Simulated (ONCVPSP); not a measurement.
# Transferability test, ONCV potential for strontium

```
Element                 : Sr (Z = 38)
Generator               : ONCVPSP 4.0.1
Type                    : optimised norm-conserving Vanderbilt (ONCV)
Functional              : PBEsol
Relativity              : scalar-relativistic
Frozen core             : [Ar] 3d10
Valence charge          : 10
Reference configuration : 4s2 4p6 5s1.75 5p0.25
Partial waves           : 4s+5s: rc 2.15 bohr, ncon 3, nbas 7, qcut 7.1 1/bohr, 2 projectors; 4p+5p: rc 2.05 bohr, ncon 3, nbas 7, qcut 6 1/bohr, 2 projectors; d scattering state at 0.03 Ha: rc 1.65 bohr, ncon 4, nbas 8, qcut 5.3 1/bohr, 2 projectors, debl 2.8 Ha
Local potential         : polynomial inside 1.55 bohr (lpopt 5, dvloc0 0 Ha)
Core correction         : Teter function, fcfact 5.5, rcfact 1.6
```

In the d channel the program set the typed energies aside and used 0.050, 2.850 Ha.

Energies are relative to the spin-unpolarised reference configuration 4s2 4p6 5s1.75 5p0.25; without spin polarisation the order of configurations can differ from experiment.

Task: Give the all-electron excitation energy and the error of the potential for: 4s2 4p6 5s2 5p0; 4s2 4p6 5s1 5p0; 4s2 4p6 5s0 5p0; 4s2 4p6 4d0.5 5s1.5 5p0.

Result:

| valence configuration | charge | ΔE all-electron (eV) | error AE − PS (meV) |
| --- | --- | --- | --- |
| 4s2 4p6 5s2 5p0 | 0 | -0.570 | 0.0 |
| 4s2 4p6 5s1 5p0 | +1 | 5.326 | -0.4 |
| 4s2 4p6 5s0 5p0 | +2 | 16.221 | -2.2 |
| 4s2 4p6 4d0.5 5s1.5 5p0 | 0 | 0.579 | -1.3 |
